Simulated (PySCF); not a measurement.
PySCF input for C2H4N2OSi, SMILES O[SiH]1N=CC=N1, r2SCAN-D4/def2-SVP. Coordinates come from a r2SCAN-D4/def2-SVP optimisation. This is a generated structure with no PubChem entry under its InChIKey; it may be hypothetical. Other conformers were not sampled.

```python
import numpy as np
from pyscf import gto, scf, dft, df
from pyscf.hessian import thermo

mol = gto.M(
    atom='''
    O     2.07046339    0.50554372    0.00000000
    Si    0.70295105   -0.41361968   -0.00000000
    N    -0.43411286   -0.07153755    1.34792133
    C    -1.54149583    0.19044907    0.76638150
    C    -1.54149584    0.19044907   -0.76638150
    N    -0.43411285   -0.07153754   -1.34792133
    H     1.97524038    1.46523526    0.00000000
    H     1.13572536   -1.82649142    0.00000000
    H    -2.47022879    0.41185936    1.32603343
    H    -2.47022879    0.41185935   -1.32603344
    ''',
    basis='def2-SVP',
    charge=0,
    spin=0,
    max_memory=1600,
    verbose=3,
)
mf = dft.RKS(mol, xc='r2scan').density_fit(auxbasis='def2-universal-jkfit')
mf.disp = 'd4'
mf.grids.level = 4
mf.conv_tol = 1e-11
mf.max_cycle = 100
mf.kernel()

# [left out here: the lines that compute and print the analytic Hessian (its translational invariance restored by hand, since the grid's response is missing), thermochemistry and intensities]
```

It prints:

```
converged SCF energy = -552.41423577442

WARN: MGGA Hessian is sensitive to dft grids. grids.level 4 may not be dense enough.


WARN: DFTD4 does not support analytical Hessian, using finite difference.


WARN: Mole.unit (angstrom) is changed to Bohr

Mode                                 0                   1                   2
Irrep
Freq [cm^-1]                      146.7110            165.1524            294.8255
Reduced mass [au]                   4.1608              1.3898              2.7064
Force const [Dyne/A]                0.0528              0.0223              0.1386
Char temp [K]                     211.0844            237.6176            424.1882
Normal mode                   x     y     z       x     y     z       x     y     z
       0   O                -0.10  0.10  0.00   -0.00  0.00 -0.06   -0.00  0.00 -0.16
       1  Si                 0.01 -0.07 -0.00    0.00 -0.00  0.05    0.00 -0.00  0.06
       2   N                 0.01 -0.07 -0.00   -0.04 -0.04  0.02   -0.05 -0.01  0.03
       3   C                 0.05  0.08  0.00   -0.03 -0.04 -0.01   -0.03 -0.04 -0.02
       4   C                 0.05  0.08 -0.00    0.03  0.04 -0.01    0.03  0.04 -0.02
       5   N                 0.01 -0.07  0.00    0.04  0.04  0.02    0.05  0.01  0.03
       6   H                -0.24  0.08  0.00   -0.00  0.00 -0.81   -0.00  0.00  0.53
       7   H                 0.15 -0.03 -0.00    0.00 -0.00  0.14    0.00 -0.00  0.07
       8   H                 0.08  0.21  0.00   -0.06 -0.10 -0.03   -0.07 -0.12 -0.05
       9   H                 0.08  0.21 -0.00    0.06  0.10 -0.03    0.07  0.12 -0.05
Mode                                 3                   4                   5
Irrep
Freq [cm^-1]                      418.4385            468.2982            521.7478
Reduced mass [au]                   6.3298              2.4720              8.3576
Force const [Dyne/A]                0.6530              0.3194              1.3405
Char temp [K]                     602.0399            673.7768            750.6790
Normal mode                   x     y     z       x     y     z       x     y     z
       0   O                -0.10 -0.00  0.00   -0.00 -0.00 -0.04    0.04  0.03 -0.00
       1  Si                -0.04 -0.05 -0.00   -0.00 -0.00  0.01    0.09 -0.08 -0.00
       2   N                 0.07  0.11  0.02   -0.05 -0.09  0.02   -0.03  0.07 -0.08
       3   C                 0.04 -0.05  0.00    0.01  0.11 -0.00   -0.08 -0.00 -0.01
       4   C                 0.04 -0.05 -0.00   -0.01 -0.11 -0.00   -0.08 -0.00  0.01
       5   N                 0.07  0.11 -0.02    0.05  0.09  0.02   -0.03  0.07  0.08
       6   H                -0.24 -0.02 -0.00   -0.00 -0.00  0.00   -0.17  0.01  0.00
       7   H                -0.15 -0.09  0.00   -0.00 -0.00 -0.18    0.16 -0.06 -0.00
       8   H                 0.03 -0.07 -0.01    0.07  0.39 -0.02   -0.04  0.03  0.04
       9   H                 0.03 -0.07  0.01   -0.07 -0.39 -0.02   -0.04  0.03 -0.04
Mode                                 6                   7                   8
Irrep
Freq [cm^-1]                      639.7934            715.6374            747.2744
Reduced mass [au]                   8.6430              6.7839              1.2260
Force const [Dyne/A]                2.0845              2.0470              0.4034
Char temp [K]                     920.5203           1029.6429           1075.1615
Normal mode                   x     y     z       x     y     z       x     y     z
       0   O                -0.00 -0.00 -0.01    0.07  0.02 -0.00   -0.00 -0.00 -0.00
       1  Si                 0.00 -0.00  0.11    0.02 -0.04  0.00    0.00  0.00  0.04
       2   N                 0.08 -0.04 -0.07   -0.06  0.03  0.15    0.01  0.04  0.04
       3   C                 0.07 -0.00 -0.05    0.00 -0.01  0.00    0.02 -0.03 -0.04
       4   C                -0.07  0.00 -0.05    0.00 -0.01 -0.00   -0.02  0.03 -0.04
       5   N                -0.08  0.04 -0.07   -0.06  0.03 -0.15   -0.01 -0.04  0.04
       6   H                -0.00 -0.00  0.02   -0.20  0.01 -0.00    0.00  0.00 -0.09
       7   H                -0.00 -0.00  0.15    0.10 -0.02 -0.00    0.00  0.00 -0.89
       8   H                 0.13  0.01  0.04   -0.07  0.02 -0.11    0.02 -0.05 -0.04
       9   H                -0.13 -0.01  0.04   -0.07  0.02  0.11   -0.02  0.05 -0.04
Mode                                 9                  10                  11
Irrep
Freq [cm^-1]                      752.5411            841.6748            861.9478
Reduced mass [au]                   1.2201              2.0544              1.7874
Force const [Dyne/A]                0.4071              0.8575              0.7824
Char temp [K]                    1082.7390           1210.9827           1240.1510
Normal mode                   x     y     z       x     y     z       x     y     z
       0   O                -0.08 -0.01  0.00    0.05 -0.02  0.00    0.05 -0.02 -0.00
       1  Si                 0.01 -0.02 -0.00   -0.04  0.02  0.00   -0.04  0.03  0.00
       2   N                -0.00  0.03  0.03    0.03 -0.00  0.00   -0.00  0.00 -0.03
       3   C                -0.01 -0.03  0.01   -0.03 -0.02  0.13    0.02 -0.06 -0.10
       4   C                -0.01 -0.03 -0.01   -0.03 -0.02 -0.13    0.02 -0.06  0.10
       5   N                -0.00  0.03 -0.03    0.03 -0.00 -0.00   -0.00  0.00  0.03
       6   H                 0.67  0.04  0.00   -0.31 -0.04 -0.00   -0.30 -0.04  0.00
       7   H                 0.51  0.14  0.00    0.33  0.13 -0.00    0.21  0.10 -0.00
       8   H                 0.03  0.19 -0.01    0.10  0.16  0.28    0.07  0.38 -0.20
       9   H                 0.03  0.19  0.01    0.10  0.16 -0.28    0.07  0.38  0.20
Mode                                12                  13                  14
Irrep
Freq [cm^-1]                      889.0135            910.7526            956.2392
Reduced mass [au]                   1.2310              5.1683              4.8554
Force const [Dyne/A]                0.5732              2.5258              2.6158
Char temp [K]                    1279.0925           1310.3703           1375.8153
Normal mode                   x     y     z       x     y     z       x     y     z
       0   O                 0.03  0.07 -0.00    0.00 -0.00  0.01    0.11  0.10 -0.00
       1  Si                 0.00 -0.02  0.00   -0.00  0.00 -0.04   -0.11 -0.07 -0.00
       2   N                 0.00 -0.00  0.01    0.02 -0.01  0.12    0.02  0.01 -0.02
       3   C                -0.02 -0.05  0.03    0.10 -0.02 -0.09    0.01  0.02 -0.01
       4   C                -0.02 -0.05 -0.03   -0.10  0.02 -0.09    0.01  0.02  0.01
       5   N                 0.00 -0.00 -0.01   -0.02  0.01  0.12    0.02  0.01  0.02
       6   H                 0.27  0.09 -0.00   -0.00 -0.00  0.01    0.26  0.11 -0.00
       7   H                -0.61 -0.21  0.00   -0.00  0.00  0.26    0.16  0.02 -0.00
       8   H                 0.10  0.37  0.07    0.05 -0.02 -0.16   -0.02 -0.17 -0.01
       9   H                 0.10  0.37 -0.07   -0.05  0.02 -0.16   -0.02 -0.17  0.01
Mode                                15                  16                  17
Irrep
Freq [cm^-1]                     1009.2021           1307.3140           1326.7611
Reduced mass [au]                   1.6569              1.1919              1.3102
Force const [Dyne/A]                0.9943              1.2002              1.3588
Char temp [K]                    1452.0171           1880.9338           1908.9139
Normal mode                   x     y     z       x     y     z       x     y     z
       0   O                 0.00  0.00  0.00    0.00  0.00  0.00   -0.00 -0.00  0.00
       1  Si                -0.00 -0.00  0.00   -0.00 -0.00 -0.01    0.00  0.00 -0.00
       2   N                -0.01 -0.02 -0.00   -0.06  0.01  0.01   -0.04  0.01  0.02
       3   C                 0.03  0.13  0.00    0.01 -0.00 -0.05    0.02 -0.00 -0.08
       4   C                -0.03 -0.13  0.00   -0.01  0.00 -0.05    0.02 -0.00  0.08
       5   N                 0.01  0.02 -0.00    0.06 -0.01  0.01   -0.04  0.01 -0.02
       6   H                 0.00  0.00 -0.00    0.00  0.00 -0.00   -0.00 -0.00 -0.00
       7   H                 0.00 -0.00 -0.05   -0.00  0.00  0.02    0.01 -0.00  0.00
       8   H                -0.13 -0.52  0.00    0.34 -0.08  0.54    0.36 -0.09  0.48
       9   H                 0.13  0.52  0.00   -0.34  0.08  0.54    0.36 -0.09 -0.48
Mode                                18                  19                  20
Irrep
Freq [cm^-1]                     1622.7561           1685.4075           2305.8866
Reduced mass [au]                  11.0330              8.6491              1.0419
Force const [Dyne/A]               17.1179             14.4754              3.2640
Char temp [K]                    2334.7847           2424.9262           3317.6574
Normal mode                   x     y     z       x     y     z       x     y     z
       0   O                 0.00  0.00  0.00    0.00 -0.00 -0.00    0.00 -0.00 -0.00
       1  Si                 0.00 -0.00 -0.00   -0.00  0.00  0.00    0.01 -0.03 -0.00
       2   N                -0.11  0.03 -0.05   -0.10  0.02 -0.05    0.00 -0.00  0.00
       3   C                 0.13 -0.03  0.07    0.14 -0.03  0.07   -0.00 -0.00 -0.00
       4   C                 0.13 -0.03 -0.07   -0.14  0.03  0.07   -0.00 -0.00  0.00
       5   N                -0.11  0.03  0.05    0.10 -0.02 -0.05    0.00 -0.00 -0.00
       6   H                -0.00  0.00 -0.00   -0.00  0.00  0.00    0.00 -0.00 -0.00
       7   H                -0.01  0.00  0.00    0.00 -0.00 -0.03   -0.29  0.94  0.00
       8   H                 0.05 -0.01 -0.06    0.03 -0.01 -0.14   -0.00  0.00  0.00
       9   H                 0.05 -0.01  0.06   -0.03  0.01 -0.14   -0.00  0.00 -0.00
Mode                                21                  22                  23
Irrep
Freq [cm^-1]                     3050.9324           3066.1897           3886.6568
Reduced mass [au]                   1.0904              1.0930              1.0670
Force const [Dyne/A]                5.9799              6.0542              9.4966
Char temp [K]                    4389.6124           4411.5643           5592.0339
Normal mode                   x     y     z       x     y     z       x     y     z
       0   O                 0.00  0.00  0.00    0.00 -0.00  0.00   -0.00  0.06  0.00
       1  Si                -0.00  0.00  0.00   -0.00  0.00 -0.00   -0.00  0.00 -0.00
       2   N                -0.00  0.00 -0.00   -0.00  0.00 -0.00   -0.00 -0.00 -0.00
       3   C                 0.05 -0.01 -0.03    0.05 -0.01 -0.03    0.00 -0.00  0.00
       4   C                -0.05  0.01 -0.03    0.05 -0.01  0.03    0.00 -0.00 -0.00
       5   N                 0.00 -0.00 -0.00   -0.00  0.00  0.00   -0.00 -0.00  0.00
       6   H                -0.00  0.00 -0.00   -0.00  0.00  0.00    0.07 -0.96 -0.00
       7   H                 0.00 -0.00 -0.00    0.00 -0.00  0.00    0.00 -0.00 -0.00
       8   H                -0.57  0.13  0.34   -0.56  0.13  0.35   -0.00  0.00  0.00
       9   H                 0.57 -0.13  0.34   -0.56  0.13 -0.35   -0.00  0.00 -0.00
temperature 298.1500 [K]
pressure 101325.00 [Pa]
Rotational constants [GHz] 5.99375 2.83762 2.18886
Symmetry number 1
Zero-point energy (ZPE) 0.06514 [Eh]   171013.078 [J/mol]
                           tot       elec      trans        rot        vib
Entropy [J/mol/K]       323.172      0.000    166.199    111.125     45.847
Cv [J/mol/K]             91.697      0.000     12.472     12.472     66.753
Cp [J/mol/K]            100.011      0.000     20.786     12.472     66.753
Internal energy [J/mol]                      3718.434   3718.434 179465.366
Internal energy [Eh]   -552.34305  -552.41424
Enthalpy [J/mol]                             6197.391   3718.434 179465.366
Enthalpy [Eh]          -552.34210
Gibbs free energy [J/mol]                  -43354.847 -29413.544 165795.978
Gibbs free energy [Eh] -552.37880
mode   freq/cm-1   IR/(km/mol)
   1      146.71         1.076
   2      165.15        57.226
   3      294.83        73.232
   4      418.44        46.653
   5      468.30         2.035
   6      521.75        40.962
   7      639.79        34.886
   8      715.64        18.357
   9      747.27         8.485
  10      752.54        50.205
  11      841.67       171.869
  12      861.95        70.527
  13      889.01        54.425
  14      910.75       117.259
  15      956.24       170.346
  16     1009.20         0.043
  17     1307.31         0.000
  18     1326.76         7.881
  19     1622.76        71.250
  20     1685.41         8.841
  21     2305.89        86.109
  22     3050.93        27.899
  23     3066.19        90.435
  24     3886.66       118.618
max |gradient| / (hartree/bohr): 0.00020055259942248374
APT charges: [-0.8388  1.5977 -0.6944  0.2886  0.2886 -0.6944  0.3289 -0.2388 -0.0184
 -0.0184]
```

The run converged.

Cost: around 5 core-minutes (rough).
